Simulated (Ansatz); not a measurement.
C₁₄H₈O₂⁺, that is anthraquinone with one electron fewer. The state is a doublet with charge 1. Geometry PBE-D4/def2-SVP, that of the neutral singlet; atoms count from 1.

```tsv
atom	x (Å)	y (Å)	z (Å)
O1	-2.542	-0.028	-0.967
C2	-1.391	-0.015	-0.529
C3	-1.003	-0.823	0.666
C4	-1.981	-1.612	1.300
C5	-1.649	-2.380	2.422
C6	-0.333	-2.365	2.922
C7	0.647	-1.584	2.299
C8	0.322	-0.809	1.170
C9	1.391	0.014	0.528
O10	2.543	0.026	0.966
C11	1.003	0.822	-0.667
C12	1.981	1.612	-1.300
C13	1.648	2.380	-2.421
C14	0.332	2.366	-2.921
C15	-0.647	1.584	-2.299
C16	-0.322	0.808	-1.170
H17	-2.999	-1.600	0.883
H18	-2.417	-2.995	2.914
H19	-0.075	-2.970	3.805
H20	1.684	-1.550	2.664
H21	2.999	1.600	-0.883
H22	2.416	2.996	-2.913
H23	0.074	2.972	-3.804
H24	-1.684	1.550	-2.663
```

**Question.** Estimate the Mulliken populations from the PBE0/def2-SVP orbitals of Ansatz.

**Answer.** 
```json
{"atom": "O1", "charge (e)": "-0.07", "spin (α − β)": "0.40"}
{"atom": "C2", "charge (e)": "0.26", "spin (α − β)": "-0.05"}
{"atom": "C3", "charge (e)": "-0.06", "spin (α − β)": "0.07"}
{"atom": "C4", "charge (e)": "0.02", "spin (α − β)": "0.01"}
{"atom": "C5", "charge (e)": "0.02", "spin (α − β)": "0.00"}
{"atom": "C6", "charge (e)": "0.02", "spin (α − β)": "0.00"}
{"atom": "C7", "charge (e)": "0.02", "spin (α − β)": "0.01"}
{"atom": "C8", "charge (e)": "-0.06", "spin (α − β)": "0.07"}
{"atom": "C9", "charge (e)": "0.26", "spin (α − β)": "-0.05"}
{"atom": "O10", "charge (e)": "-0.07", "spin (α − β)": "0.40"}
{"atom": "C11", "charge (e)": "-0.06", "spin (α − β)": "0.07"}
{"atom": "C12", "charge (e)": "0.02", "spin (α − β)": "0.01"}
{"atom": "C13", "charge (e)": "0.02", "spin (α − β)": "0.00"}
{"atom": "C14", "charge (e)": "0.02", "spin (α − β)": "0.00"}
{"atom": "C15", "charge (e)": "0.02", "spin (α − β)": "0.01"}
{"atom": "C16", "charge (e)": "-0.06", "spin (α − β)": "0.07"}
{"atom": "H17", "charge (e)": "0.08", "spin (α − β)": "0.00"}
{"atom": "H18", "charge (e)": "0.09", "spin (α − β)": "0.00"}
{"atom": "H19", "charge (e)": "0.09", "spin (α − β)": "0.00"}
{"atom": "H20", "charge (e)": "0.08", "spin (α − β)": "0.00"}
{"atom": "H21", "charge (e)": "0.08", "spin (α − β)": "0.00"}
{"atom": "H22", "charge (e)": "0.09", "spin (α − β)": "0.00"}
{"atom": "H23", "charge (e)": "0.09", "spin (α − β)": "0.00"}
{"atom": "H24", "charge (e)": "0.08", "spin (α − β)": "0.00"}
```
Mulliken values depend strongly on the basis.

**Question.** Where does the spin sit?

**Answer.** Summed by element: O 0.80, C 0.20, H 0.00, of 1 unpaired in all. Largest on single atoms: O10 0.40, O1 0.40, C11 0.07.

**Question.** And the Mayer bond orders between heavy atoms (over 0.3)?

**Answer.** O1–C2 1.95 (1.23 Å); C2–C3 0.95 (1.49 Å); C2–C16 0.95 (1.49 Å); C3–C4 1.40 (1.41 Å); C3–C8 1.33 (1.42 Å); C4–C5 1.36 (1.40 Å); C5–C6 1.37 (1.41 Å); C6–C7 1.36 (1.40 Å); C7–C8 1.40 (1.41 Å); C8–C9 0.95 (1.49 Å); C9–O10 1.95 (1.23 Å); C9–C11 0.95 (1.49 Å); C11–C12 1.40 (1.41 Å); C11–C16 1.33 (1.42 Å); C12–C13 1.36 (1.40 Å); C13–C14 1.37 (1.41 Å); C14–C15 1.36 (1.40 Å); C15–C16 1.40 (1.41 Å).
